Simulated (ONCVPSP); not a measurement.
Reading a pseudo-wave (chromium)

Columns: radius, all-electron u(r) and pseudo u(r) of the 3s shell (level -73.76 eV) of chromium in the configuration [Ne] 3s2 3p6 3d5 4s1; BLYP, scalar-relativistic, ONCV scheme, ONCVPSP 4.0.1.

```tsv
r (bohr)	all-electron	pseudo
0.070	0.1226	0.1052
0.140	-0.4559	0.2147
0.210	-0.6161	0.3315
0.280	-0.4170	0.4560
0.350	-0.0570	0.5855
0.420	0.3234	0.7148
0.490	0.6502	0.8364
0.560	0.8960	0.9427
0.630	1.0582	1.0264
0.700	1.1462	1.0822
0.770	1.1748	1.1080
0.840	1.1588	1.1041
0.910	1.1118	1.0736
0.980	1.0448	1.0217
1.050	0.9664	0.9543
1.120	0.8828	0.8775
1.190	0.7984	0.7966
1.260	0.7163	0.7159
1.330	0.6385	0.6383
1.400	0.5659	0.5659
1.470	0.4994	0.4993
1.540	0.4389	0.4389
1.610	0.3845	0.3844
1.680	0.3359	0.3358
1.750	0.2927	0.2926
1.820	0.2545	0.2545
```

(1) How many radial nodes do the two functions have?

(2) At about which radius was the pseudo-wave matched?

(3) Where does each function peak?

(4) Is the pseudo-wave norm-conserving?

Answers

(1) The all-electron 3s function has n − l − 1 = 2; the pseudo-wave has 0, since the states of the same l below it are removed with the core.

(2) 1.40 bohr. The columns agree to 0.0005 from 1.26 bohr on; several derivatives are matched, so the curves merge somewhat inside the radius.

(3) Outermost all-electron maximum near 0.77 bohr, pseudo maximum near 0.77 bohr (to the table’s step).

(4) Yes: the ONCV scheme keeps the norm inside the radius equal to the all-electron one, which fixes the energy derivative of the logarithmic derivative at the level.
